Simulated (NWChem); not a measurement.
The numbers come from NWChem runs, not from measurements. System: H₃ISi, charge 1, spin multiplicity 2, at the geometry of a parent with another charge or spin, in a state set for the comparison that need not be this species' ground state. Its SCF solution wasn't tested for a lower state. Level: UPBE0/x2c-SVPall-2c, scalar ZORA.

Job file:

```
start mol
memory heap 200 mb stack 900 mb global 1100 mb
charge 1
geometry units angstroms nocenter noautoz noautosym
  Si     1.833589     0.037913     0.000000
  I     -0.614946    -0.012714     0.000000
  H      2.292701     0.753454     1.222703
  H      2.292701     0.753454    -1.222703
  H      2.336484    -1.363836     0.000000
end
basis spherical
  * library x2c-svpall-2c
end
relativistic
  zora on
end
dft
  xc pbe0
  odft
  mult 2
  semidirect memsize 60000000 filesize 0
  iterations 100
  grid fine
end
task dft energy
```

Part of the output:

```
             Northwest Computational Chemistry Package (NWChem) 7.3.0
             --------------------------------------------------------

                                NWChem Input Module
                                -------------------

 Scaling coordinates for geometry "geometry" by  1.889725989
 (inverse scale =  0.529177249)

                             Geometry "geometry" -> ""
                             -------------------------

 Output coordinates in angstroms (scale by  1.889725989 to convert to a.u.)

  No.       Tag          Charge          X              Y              Z
 ---- ---------------- ---------- -------------- -------------- --------------
    1 Si                  14.0000     1.83358900     0.03791300     0.00000000
    2 I                   53.0000    -0.61494600    -0.01271400     0.00000000
    3 H                    1.0000     2.29270100     0.75345400     1.22270300
    4 H                    1.0000     2.29270100     0.75345400    -1.22270300
    5 H                    1.0000     2.33648400    -1.36383600     0.00000000

 Effective nuclear repulsion energy (a.u.)     201.8210681346

            Nuclear Dipole moment (a.u.)
            ----------------------------
        X                 Y               Z
 ---------------- ---------------- ----------------
    -0.0000113384     0.0000226767     0.0000000000


 Summary of "ao basis" -> "" (spherical)
 ------------------------------------------------------------------------------
       Tag                 Description            Shells   Functions and Types
 ---------------- ------------------------------  ------  ---------------------
 *                       x2c-svpall-2c                on all atoms

                                 NWChem DFT Module
                                 -----------------

 Summary of "ao basis" -> "ao basis" (spherical)
 ------------------------------------------------------------------------------
       Tag                 Description            Shells   Functions and Types
 ---------------- ------------------------------  ------  ---------------------
 Si                      x2c-svpall-2c               9       21   4s4p1d
 I                       x2c-svpall-2c              18       50   6s8p4d
 H                       x2c-svpall-2c               3        5   2s1p

 Summary of "ao basis" -> "ao basis" (spherical)
 ------------------------------------------------------------------------------
       Tag                 Description            Shells   Functions and Types
 ---------------- ------------------------------  ------  ---------------------
 Si                      x2c-svpall-2c               9       21   4s4p1d
 I                       x2c-svpall-2c              18       50   6s8p4d
 H                       x2c-svpall-2c               3        5   2s1p

            General Information
            -------------------
          SCF calculation type: DFT
          Wavefunction type:  spin polarized.
          No. of atoms     :     5
          No. of electrons :    69
           Alpha electrons :    35
            Beta electrons :    34
          Charge           :     1
          Spin multiplicity:     2
          Use of symmetry is: off; symmetry adaption is: off
          Maximum number of iterations: 100
          AO basis - number of functions:    86
                     number of shells:    36
          Convergence on energy requested:  1.00D-06
          Convergence on density requested:  1.00D-05
          Convergence on gradient requested:  5.00D-04

              XC Information
              --------------
                         PBE0 Method XC Functional
                     Hartree-Fock (Exact) Exchange  0.250
          PerdewBurkeErnzerhof Exchange Functional  0.750
            Perdew 1991 LDA Correlation Functional  1.000 local
           PerdewBurkeErnz. Correlation Functional  1.000 non-local

             Grid Information
             ----------------
          Grid used for XC integration:  fine
          Radial quadrature: Mura-Knowles
          Angular quadrature: Lebedev.
          Tag              B.-S. Rad. Rad. Pts. Rad. Cut. Ang. Pts.
          ---              ---------- --------- --------- ---------
          Si                  1.10      123           9.0       770
          I                   1.40      141          10.0       974
          H                   0.35       60          10.0       590
          Grid pruning is: on
          Number of quadrature shells:   444
          Spatial weights used:  Erf1

          Convergence Information
          -----------------------
          Convergence aids based upon iterative change in
          total energy or number of iterations.
          Levelshifting, if invoked, occurs when the
          HOMO/LUMO gap drops below (HL_TOL):  1.00D-02
          DIIS, if invoked, will attempt to extrapolate
          using up to (NFOCK): 10 stored Fock matrices.

                    Damping( 0%)  Levelshifting(0.5)       DIIS
                  --------------- ------------------- ---------------
          dE  on:    start            ASAP                start
          dE off:    2 iters        100 iters           100 iters

      Screening Tolerance Information
      -------------------------------
          Density screening/tol_rho:  1.00D-10
          AO Gaussian exp screening on grid/accAOfunc:  14
          CD Gaussian exp screening on grid/accCDfunc:  20
          XC Gaussian exp screening on grid/accXCfunc:  20
          Schwarz screening/accCoul:  1.00D-08

 dft: using ZORA

      Superposition of Atomic Density Guess
[...]
    44      0.403140  2 I  py                41      0.393259  2 I  py
    35     -0.335464  2 I  py                82      0.307866  5 H  s
    12     -0.240184  1 Si py                15     -0.174875  1 Si py
    72     -0.163247  3 H  s                 77     -0.163195  4 H  s
    32      0.134041  2 I  py                83      0.134288  5 H  s

 Vector   35  Occ=1.000000D+00  E=-5.370581D-01
              MO Center=  2.5D-01,  1.6D-01, -3.6D-05, r^2= 3.7D+00
   Bfn.  Coefficient  Atom+Function         Bfn.  Coefficient  Atom+Function
  ----- ------------  ---------------      ----- ------------  ---------------
    45      0.521180  2 I  pz                42      0.487639  2 I  pz
    36     -0.422599  2 I  pz                72     -0.200993  3 H  s
    77      0.201017  4 H  s                 13     -0.166505  1 Si pz
    33      0.163544  2 I  pz                16     -0.108265  1 Si pz
    73     -0.100602  3 H  s                 78      0.100613  4 H  s

 Vector   36  Occ=0.000000D+00  E=-2.451947D-01
              MO Center=  8.9D-01,  8.3D-03,  1.9D-06, r^2= 4.2D+00
   Bfn.  Coefficient  Atom+Function         Bfn.  Coefficient  Atom+Function
  ----- ------------  ---------------      ----- ------------  ---------------
    14      0.746392  1 Si px                43      0.697193  2 I  px
     4     -0.453997  1 Si s                  3     -0.432809  1 Si s
    11      0.369981  1 Si px                26      0.327680  2 I  s
    27      0.323074  2 I  s                 40      0.290625  2 I  px
    34     -0.261384  2 I  px                25     -0.215250  2 I  s

 Vector   37  Occ=0.000000D+00  E=-1.643336D-01
              MO Center=  1.4D+00,  7.9D-02, -1.5D-05, r^2= 3.9D+00
   Bfn.  Coefficient  Atom+Function         Bfn.  Coefficient  Atom+Function
  ----- ------------  ---------------      ----- ------------  ---------------
    15      1.308348  1 Si py                83      1.087590  5 H  s
    73     -0.471373  3 H  s                 78     -0.471208  4 H  s
    82      0.239684  5 H  s                 62      0.237194  2 I  d -2
    44     -0.219151  2 I  py                12      0.200534  1 Si py
    17     -0.154242  1 Si d -2              19     -0.125429  1 Si d  0

 Vector   38  Occ=0.000000D+00  E=-1.568943D-01
              MO Center=  1.5D+00, -4.0D-02,  2.2D-05, r^2= 3.9D+00
   Bfn.  Coefficient  Atom+Function         Bfn.  Coefficient  Atom+Function
  ----- ------------  ---------------      ----- ------------  ---------------
    16      1.334894  1 Si pz                73     -0.924427  3 H  s
    78      0.924486  4 H  s                 45     -0.236786  2 I  pz
    65     -0.206393  2 I  d  1              13      0.203188  1 Si pz
    72     -0.195530  3 H  s                 77      0.195542  4 H  s
    18     -0.166923  1 Si d -1              20      0.139437  1 Si d  1

                     DFT Final Beta Molecular Orbital Analysis
                     -----------------------------------------

 Vector   32  Occ=1.000000D+00  E=-5.852753D-01
              MO Center=  1.5D+00,  3.5D-01, -7.0D-05, r^2= 3.1D+00
   Bfn.  Coefficient  Atom+Function         Bfn.  Coefficient  Atom+Function
  ----- ------------  ---------------      ----- ------------  ---------------
    13      0.299851  1 Si pz                72      0.273183  3 H  s
    77     -0.273216  4 H  s                 42      0.251540  2 I  pz
    45      0.244656  2 I  pz                16      0.241498  1 Si pz
    36     -0.220795  2 I  pz                 7     -0.152419  1 Si pz
    73      0.089089  3 H  s                 78     -0.089099  4 H  s

 Vector   33  Occ=1.000000D+00  E=-5.815336D-01
              MO Center=  1.9D+00, -3.1D-01,  7.6D-05, r^2= 2.6D+00
   Bfn.  Coefficient  Atom+Function         Bfn.  Coefficient  Atom+Function
  ----- ------------  ---------------      ----- ------------  ---------------
    82     -0.340460  5 H  s                 12      0.320286  1 Si py
    15      0.262147  1 Si py                72      0.178963  3 H  s
    77      0.178907  4 H  s                  6     -0.162846  1 Si py
    41      0.148012  2 I  py                44      0.143351  2 I  py
    35     -0.133469  2 I  py                83     -0.116000  5 H  s

 Vector   34  Occ=1.000000D+00  E=-5.260782D-01
              MO Center=  8.0D-02,  1.3D-01, -2.6D-05, r^2= 3.5D+00
   Bfn.  Coefficient  Atom+Function         Bfn.  Coefficient  Atom+Function
  ----- ------------  ---------------      ----- ------------  ---------------
    45      0.543424  2 I  pz                42      0.502543  2 I  pz
    36     -0.437143  2 I  pz                72     -0.180755  3 H  s
    77      0.180776  4 H  s                 33      0.166984  2 I  pz
    13     -0.146325  1 Si pz                73     -0.097251  3 H  s
    78      0.097262  4 H  s                 16     -0.087646  1 Si pz

 Vector   35  Occ=0.000000D+00  E=-4.532817D-01
              MO Center= -2.6D-01, -6.5D-02,  1.2D-05, r^2= 2.8D+00
   Bfn.  Coefficient  Atom+Function         Bfn.  Coefficient  Atom+Function
  ----- ------------  ---------------      ----- ------------  ---------------
    44      0.591548  2 I  py                41      0.517398  2 I  py
    35     -0.460155  2 I  py                32      0.175674  2 I  py
    82      0.152511  5 H  s                 83      0.109333  5 H  s
    12     -0.084751  1 Si py                72     -0.077169  3 H  s
    77     -0.077143  4 H  s                 29     -0.070089  2 I  py

 Vector   36  Occ=0.000000D+00  E=-2.397518D-01
              MO Center=  9.1D-01,  1.6D-02,  6.2D-07, r^2= 4.2D+00
   Bfn.  Coefficient  Atom+Function         Bfn.  Coefficient  Atom+Function
  ----- ------------  ---------------      ----- ------------  ---------------
    14      0.763004  1 Si px                43      0.707778  2 I  px
     4     -0.442865  1 Si s                  3     -0.423343  1 Si s
    11      0.367394  1 Si px                26      0.348868  2 I  s
    27      0.323241  2 I  s                 40      0.298211  2 I  px
    34     -0.267905  2 I  px                25     -0.228765  2 I  s

 Vector   37  Occ=0.000000D+00  E=-1.558564D-01
              MO Center=  1.5D+00, -3.4D-02,  4.9D-05, r^2= 3.9D+00
   Bfn.  Coefficient  Atom+Function         Bfn.  Coefficient  Atom+Function
  ----- ------------  ---------------      ----- ------------  ---------------
    16      1.333733  1 Si pz                73     -0.927391  3 H  s
    78      0.927710  4 H  s                 45     -0.241159  2 I  pz
    13      0.204616  1 Si pz                65     -0.200714  2 I  d  1
    72     -0.195995  3 H  s                 77      0.196062  4 H  s
    18     -0.169137  1 Si d -1              20      0.142162  1 Si d  1

   alpha - beta orbital overlaps
   -----------------------------

   alpha      1      2      3      4      5      6      7      8      9     10
    beta      1      2      3      4      5      6      7      8      9     10
 overlap   1.000  1.000  0.975  0.975  1.000  1.000  1.000  1.000  1.000  1.000

   alpha     11     12     13     14     15     16     17     18     19     20
    beta     11     12     13     14     15     16     17     18     19     20
 overlap   0.996  1.000  1.000  1.000  0.996  1.000  1.000  1.000  1.000  1.000

   alpha     21     22     23     24     25     26     27     28     29     30
    beta     21     22     23     24     25     26     27     28     29     30
 overlap   1.000  1.000  1.000  0.992  1.000  1.000  1.000  0.992  0.998  0.999

   alpha     31     32     33     34     35     36     37     38     39     40
    beta     33     31     32     35     34     36     38     37     39     40
 overlap   0.811  0.949  0.997  0.847  0.997  0.999  0.997  1.000  0.999  0.986

   alpha     41     42     43     44     45     46     47     48     49     50
    beta     43     41     42     45     44     46     47     48     50     49
 overlap   0.888  0.891  0.964  0.911  0.949  0.940  0.984  0.994  0.992  1.000

   alpha     51     52     53     54     55     56     57     58     59     60
    beta     51     52     53     54     55     56     57     58     59     60
 overlap   0.998  0.987  0.999  0.979  0.969  1.000  1.000  0.998  1.000  0.998

   alpha     61     62     63     64     65     66     67     68     69     70
    beta     61     62     63     64     65     66     67     68     69     70
 overlap   1.000  1.000  1.000  0.999  1.000  1.000  1.000  1.000  1.000  1.000

   alpha     71     72     73     74     75     76     77     78     79     80
    beta     71     72     73     74     75     76     77     78     79     80
 overlap   1.000  1.000  1.000  1.000  1.000  1.000  1.000  1.000  1.000  1.000

   alpha     81     82     83     84     85     86
    beta     81     82     83     84     85     86
 overlap   1.000  1.000  1.000  1.000  1.000  1.000

     --------------------------
     Expectation value of S2:
     --------------------------
      <S2> =      0.7530 (Exact =     0.7500)

 center of mass
 --------------
 x =  -0.23651556 y =  -0.00488922 z =   0.00000000

 moments of inertia (a.u.)
 ------------------
          21.754729767330         -11.271372484027           0.000000000000
         -11.271372484027         566.675427353964           0.000000000000
           0.000000000000           0.000000000000         566.908052131177

     Multipole analysis of the density
     ---------------------------------

     L   x y z        total         alpha         beta         nuclear
     -   - - -        -----         -----         ----         -------
     0   0 0 0      1.000000    -35.000000    -34.000000     70.000000

     1   1 0 0      0.857933      0.713607      0.144338     -0.000011
     1   0 1 0     -0.047165      0.053026     -0.100214      0.000023
     1   0 0 1      0.000013     -0.000008      0.000021      0.000000

     2   2 0 0    -19.512720   -160.395644   -155.812522    296.695446
     2   1 1 0     -0.206062     -2.730607     -3.388855      5.913400
     2   1 0 1      0.000069     -0.000033      0.000101      0.000000
     2   0 2 0    -26.738428    -20.814311    -16.723463     10.799346
     2   0 1 1      0.000244     -0.000021      0.000265      0.000000
     2   0 0 2    -29.191685    -20.565008    -19.304178     10.677501

 Task  times  cpu:       20.6s     wall:       20.6s

 Total times  cpu:       20.6s     wall:       20.6s
```
